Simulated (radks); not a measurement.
The numbers below are computed, except where a source is named.
Species: Gd. Configuration: [Kr] 4d10 4f7.5 5s2 5p5.5 5d1 6s2 (fractional occupations, a model configuration). Code: a radial shooting solver on a logarithmic mesh with Libxc functionals. Model: Dirac Kohn-Sham, PBE, spin-unpolarised, spherical densities, point nucleus; open shells fill j = l - 1/2 first. Some entries of the table are withheld. Estimate them.

orbital,occ.,eigenvalue (eV),r(max) (bohr),<r^2> (bohr^2)
1s1/2,2,-50049.94,0.01391,0.0006547
2s1/2,2,-8257.363,0.07916,0.01021
2p1/2,2,-7840.030,0.05981,0.007417
2p3/2,4,-7144.104,0.06564,0.008651
3s1/2,2,-1827.968,0.2244,0.06814
3p1/2,2,-1647.255,0.2117,0.06348
3p3/2,4,-1504.486,0.2240,0.07055
3d3/2,4,-1192.744,(1),0.05633
3d5/2,6,-1161.638,(2),0.05830
4s1/2,2,-366.1111,0.5161,0.3457
4p1/2,2,-295.8075,0.5206,0.3639
4p3/2,4,-264.1286,0.5468,0.4028
4d3/2,4,(3),0.5548,0.4631
4d5/2,6,(4),0.5633,0.4786
5s1/2,2,-48.9045,1.202,2.022
5p1/2,2,-29.7456,1.310,2.579
5p3/2,3.5,-25.4849,1.387,2.926
4f5/2,6,-7.1679,0.5682,1.048
4f7/2,1.5,-6.4401,0.5732,1.090
6s1/2,2,-4.1063,3.411,18.26
5d3/2,1,-2.5876,1.959,9.999
5d5/2,0,-2.3332,2.014,10.81
6p1/2,0,-1.4969,4.390,33.71
6p3/2,0,-1.2586,4.675,38.56

Answer. 
(1) 3d3/2 r(max) (bohr): 0.1780
(2) 3d5/2 r(max) (bohr): 0.1815
(3) 4d3/2 eigenvalue (eV): -148.4208
(4) 4d5/2 eigenvalue (eV): -142.7083
